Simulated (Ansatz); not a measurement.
Basis-set extrapolation for CH6BNSi (PBE0-D4/def2-TZVP geometry, frozen core, Ansatz). Multiplicity 1, RHF reference.

```tsv
	def2-TZVPP	def2-QZVPP
HF	-409.444437	-409.459369
MP2 correlation	-0.592917	-0.632452
CCSD(T) correlation	-0.661998	not run
```

Energies in hartree. Use E(X) = E(∞) + A·exp(−7.88·√X) for Hartree–Fock and E(X) = E(∞) + B·X^(−2.97) for correlation, with X = 3 and 4, and add CCSD(T) minus MP2 of the smaller set to the MP2 limit.

Q: What is the CCSD(T) energy at the basis-set limit?

A: HF limit: -409.459369 + (-0.014932) × 0.13774 = -409.46143. MP2 limit: -0.632452 + (-0.039535) × 0.74074 = -0.66174. Higher-order term: -0.661998 − (-0.592917) = -0.06908. Total: -410.19225 hartree, 53.8 kcal/mol below CCSD(T)/def2-TZVPP.
